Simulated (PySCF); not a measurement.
Al(CF3)(F)(OH) (CHAlF4O), SMILES [OH][Al]([F])[C](F)(F)F.

Geometry optimised at PBE0-D3(BJ)/def2-SVP. The structure was generated by enumeration; whether it is a known compound was not checked. One conformer was computed; it need not be the lowest.

Two levels are set side by side: TDDFT-PBE/def2-SVPD (PySCF) and TDDFT-PBE0/def2-SVPD (PySCF). Vertical, same geometry. The lowest singlet is HOMO→LUMO 95 % with PBE and HOMO→LUMO+1 81 %, HOMO−1→LUMO 14 % with the other functional; states are paired by order. Differences are taken from unrounded values.

```csv
quantity,TDDFT-PBE0,TDDFT-PBE,TDDFT-PBE minus TDDFT-PBE0
lowest singlet excitation (eV),7.32,6.40,-0.92
lowest triplet excitation (TDA) (eV),6.49,5.75,-0.74
first bright state (f over 0.05) (eV),7.42,6.40,-1.01
its oscillator strength,0.10,0.09,-0.01
```

Functionals without exact exchange tend to place singlet excitations lower, as here. Differences between two approximate levels are no errors against the true value.

Rough cost on one machine, each run with all the roots and properties that it gave: TDDFT-PBE0 against TDDFT-PBE about 4 times.
